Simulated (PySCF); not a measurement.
## C₆ coefficients of unlike pairs at CAM-B3LYP

Calculated with PySCF 2.14 from the dipole response of each species, C₆(A,B) = (3/π) ∫ α_A(iu) α_B(iu) du, in atomic units, from isotropic polarisabilities. For ions this is the dispersion term alone; charge-induced terms of lower order in 1/R come first.

```tsv
species	configuration	basis	relativity	α (bohr³)	C₆ (like pair)
Be²⁺	1s2 (1S)	aug-cc-pVQZ (6s5p4d3f2g)	none	0.05321	0.01073
Mo³⁺	[Kr] 4d3 (4F)	aug-cc-pwCVDZ-PP with ECP28MDF (6s6p5d3f)	core potential	5.749	25.42
N³⁺	[He] 2s2 (1S)	dyall-av2z (11s7p2d)	none	2.147	2.123
Cl⁺	[Ne] 3s2 3p4 (3P)	aug-cc-pCVQZ-DK (10s9p7d5f3g)	spin-free X2C	8.734	41.27
```

Task: Estimate C₆ for Cl⁺ with Mo³⁺.

Result: The integral gives 31.67. The combination rule 2 C_A C_B / (C_A α_B/α_A + C_B α_A/α_B) gives 31.90 and the geometric mean 32.39.

No spin-orbit coupling is included.

The other pairs:

```tsv
pair	C₆
Cl⁺, Be²⁺	0.4571
N³⁺, Mo³⁺	7.103
Cl⁺, N³⁺	9.336
Mo³⁺, Be²⁺	0.4182
N³⁺, Be²⁺	0.1016
```
